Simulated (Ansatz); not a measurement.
Reaction (redistribution): `[CH3][Al]([CH3])[TeH]` + `C=C[SiH2]N` → `N[SiH2][TeH]` + `C=[CH][Al]([CH3])[CH3]`

Gas-phase electronic energies from Ansatz, PBE0-D4/def2-TZVP geometries. CCSD(T)/CBS adds triple-zeta CCSD(T) − MP2 to the extrapolated MP2 energy (def2 sets, frozen cores). DFT in def2-TZVPP. HSE06 is defined as in plane-wave codes. Elements past krypton have def2 core potentials. For Te outer-core shells are correlated without core-valence functions, which leaves a few kJ/mol of doubt a bond. One conformer a species, not always the lowest.

Problem. Is it downhill or uphill in electronic energy at CCSD(T)/CBS, and by how much? (Estimate.)

Solution. Ansatz gave: Uphill: ΔE = +61.6 kJ/mol.

Problem. What do these levels give: PBE-D4, BLYP-D4, r2SCAN-D4, B97M-V, PBE0-D4, BLYP, HSE06, RPA@PBE/def2-TZVPP, MP2/def2-TZVPP, HF/def2-QZVPP, MP2/def2-QZVPP, SCS-MP2/def2-QZVPP? (Best estimate.)

Solution. Computed: PBE-D4 55.7, BLYP-D4 53.9, r2SCAN-D4 59.2, B97M-V 56.4, PBE0-D4 59.6, BLYP 52.7, HSE06 59.0, RPA@PBE/def2-TZVPP 59.2, MP2/def2-TZVPP 63.2, HF/def2-QZVPP 64.5, MP2/def2-QZVPP 62.5, SCS-MP2/def2-QZVPP 61.8 kJ/mol.

Largest T1 diagnostic among the species: 0.011.

From PBE to PBE0 (25 % exact exchange), in def2-TZVPP and without D4, ΔE moves by +3.8 kJ/mol. Leaving LDA and LC-ωPBE aside and taking each functional with its dispersion term where it has one, the values, not all of them listed here, spread over 9.1 kJ/mol, from BLYP-D4 to PBE-QIDH. LDA lies +4.6 kJ/mol from PBE without D4.
